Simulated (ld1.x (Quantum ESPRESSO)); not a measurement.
What one change does to a pseudopotential (cadmium (Cd), ultrasoft)

cadmium, ultrasoft, made with ld1.x (Quantum ESPRESSO) 7.5 (PBE, scalar-relativistic). Core [Ar] 3d10 4s2, reference 4p6 4d10 5s2 5p0. Waves: 5s (bound): rcut 1.65, rcutus 2.10 bohr; 5s channel at 2.4 Ry: rcut 1.65, rcutus 2.10 bohr; 4p (bound): rcut 1.30, rcutus 1.55 bohr; 5p (bound, empty): rcut 1.30, rcutus 1.55 bohr; 4d (bound): rcut 0.95, rcutus 1.30 bohr; 4d channel at -0.5 Ry: rcut 0.95, rcutus 1.30 bohr. Local part: all-electron potential smoothed inside 1.65 bohr (lloc = -1). Core correction: none. Augmentation charge: built from norm-conserving waves at rcut, not smoothed further.

All-electron outer shells of the reference configuration (PBE, scalar-relativistic, ld1.x):

| shell | level (eV) | outermost node (bohr) | outermost maximum (bohr) |
| --- | --- | --- | --- |
| 3d | -393.64 | – | 0.27 |
| 4s | -105.92 | 0.43 | 0.79 |
| 4p | -66.97 | 0.43 | 0.84 |
| 4d | -11.73 | 0.42 | 0.98 |
| 5s | -5.66 | 1.07 | 2.35 |
| 5p | -1.18 | 1.20 | 3.33 |

Change: type TM; waves now 5s (bound): rc 2.10 bohr; 4d (bound): rc 1.30 bohr; 4p (bound): rc 1.55 bohr; local potential the p channel.

Cutoffs: the cutoffs (Ry, on a coarse ladder) from which the occupation-weighted sum of valence levels, in a spherical-Bessel basis at the reference potential, stays within 10 and 1 mRy of its value at 400 Ry; they do not see the model core or the augmentation charge, which bear on the density cutoff. Errors are all-electron minus pseudo energies relative to the spin-unpolarised reference configuration.

Question: What does the change do?

Answer: Both files keep a bound ghost (s); of the 7 tests that both files solve, the error grows in 4 and shrinks in 3 by more than 15 % and 0.3 meV (median size 10.0 → 60.4 meV); the range in which the s phases agree narrows (upper end at the end of the scan → 3.8); the range in which the d phases agree narrows (upper end at the end of the scan → 2.1). Several settings change at once here, so the effects cannot be laid on one of them.

```tsv
quantity	base	changed
cutoffs, loose and tight	not determined	80 Ry, 120 Ry
bound ghosts	s	s
error for 4p6 4d10 5s1 5p0, meV [ΔE 9.27 eV]	-2.8	-5.5
error for 4p6 4d10 5s0 5p0, meV [ΔE 26.40 eV]	-10.0	-29
error for 4p6 4d9 5s0 5p0, meV [ΔE 64.41 eV]	+3.5	+60
error for 4p6 4d9 5s2 5p1, meV [ΔE 12.65 eV]	-915	+210
error for 4p6 4d10 5s0 5p1, meV [ΔE 15.05 eV]	-1147	+224
error for 4p6 4d10 5s0 5p2, meV [ΔE 9.67 eV]	-1549	+316
error for 4p6 4d10 5s1.5 5p0, meV [ΔE 3.71 eV]	-0.9	-1.4
s: phases at 2.31 bohr within 0.05 rad from the reference energy up to (Ry; the scan ends near 5)	to the end of the scan	3.8
p: phases at 2.31 bohr within 0.05 rad from the reference energy up to (Ry; the scan ends near 5)	n/a	-0.2
d: phases at 2.31 bohr within 0.05 rad from the reference energy up to (Ry; the scan ends near 5)	to the end of the scan	2.1
```

Base: These tests converged, but a pseudo level misses the all-electron one widely, so the file describes the atom poorly there or has found another state: 4p6 4d9 5s0 5p0: empty 5p by 2.6 eV. A true bound ghost makes a file unfit for plane-wave use even where its test errors are small: the radial tests pick states by their node count and pass the ghost by.
